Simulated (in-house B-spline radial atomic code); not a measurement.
Whole-atom quantities along the 48-electron series, configuration 1s2 2s2 2p6 3s2 3p6 3d10 4s2 4p6 4d10 4f5/2(2). Breit and QED terms are first order and not part of the total energy; the density at the nucleus is averaged over the nuclear charge. Computed with an all-electron radial atomic-structure program (B-spline basis): Dirac-Hartree-Fock, jj configuration that fills j = l - 1/2 first, finite nuclei.

```csv
ion,Z,E/Z² (Eh),Σ<r²> (bohr²),n(0)/Z³ (bohr⁻³),Lamb diamagnetic shielding (ppm),repulsion over attraction,Breit energy (eV),self-energy (eV),vacuum polarisation (eV)
Eu15+,63,-2.7155,9.6059,2.1727,7291.66,0.13058,263.15,208.42,-32.118
Gd16+,64,-2.7327,9.0394,2.2446,7451.28,0.1289,277.76,220.84,-34.517
Tb17+,65,-2.7497,8.5256,2.3368,7612.24,0.12723,292.96,233.84,-37.081
Dy18+,66,-2.7665,8.0574,2.4016,7774.42,0.12558,308.73,247.44,-39.786
Ho19+,67,?,?,?,?,?,?,?,?
Er20+,68,-2.7996,7.2354,2.5789,8103.18,0.12234,342.1,276.55,-45.748
Tm21+,69,-2.8159,6.8729,2.6806,8269.82,0.12075,359.72,292.11,-49.019
Yb22+,70,-2.832,6.5379,2.7699,8437.95,0.11919,377.99,308.37,-52.48
Lu23+,71,?,?,?,?,?,?,?,?
Hf24+,72,?,?,?,?,?,?,?,?
Ta25+,73,-2.8798,5.671,3.1027,8952.59,0.11462,436.83,361.68,-64.247
W26+,74,-2.8955,5.4208,3.2251,9127.71,0.11314,457.84,381.07,-68.668
Re27+,75,-2.9111,5.1869,3.3564,9304.76,0.11168,479.58,401.32,-73.367
```

**Question.** Fill in the row of Ho19+.

**Answer.** E/Z² (Eh): -2.7831; Σ<r²> (bohr²): 7.6289; n(0)/Z³ (bohr⁻³): 2.4927; Lamb diamagnetic shielding (ppm): 7938.09; repulsion over attraction: 0.12395; Breit energy (eV): 325.11; self-energy (eV): 261.67; vacuum polarisation (eV): -42.679.

**Question.** Fill in the row of Lu23+.

**Answer.** E/Z² (Eh): -2.8481; Σ<r²> (bohr²): 6.2276; n(0)/Z³ (bohr⁻³): 2.8674; Lamb diamagnetic shielding (ppm): 8607.73; repulsion over attraction: 0.11765; Breit energy (eV): 396.91; self-energy (eV): 325.36; vacuum polarisation (eV): -56.159.

**Question.** Fill in the row of Hf24+.

**Answer.** E/Z² (Eh): -2.864; Σ<r²> (bohr²): 5.9393; n(0)/Z³ (bohr⁻³): 2.9843; Lamb diamagnetic shielding (ppm): 8779.29; repulsion over attraction: 0.11612; Breit energy (eV): 416.52; self-energy (eV): 343.12; vacuum polarisation (eV): -60.083.

**Question.** With what power of Z does the column «self-energy (eV)» change over this range?

**Answer.** A fit of the logarithm of its size against log Z from Z = 63 to 75 has slope 3.76. One-loop self-energy scales as Z⁴F(Zα), with F falling from low Z to about Z = 90.
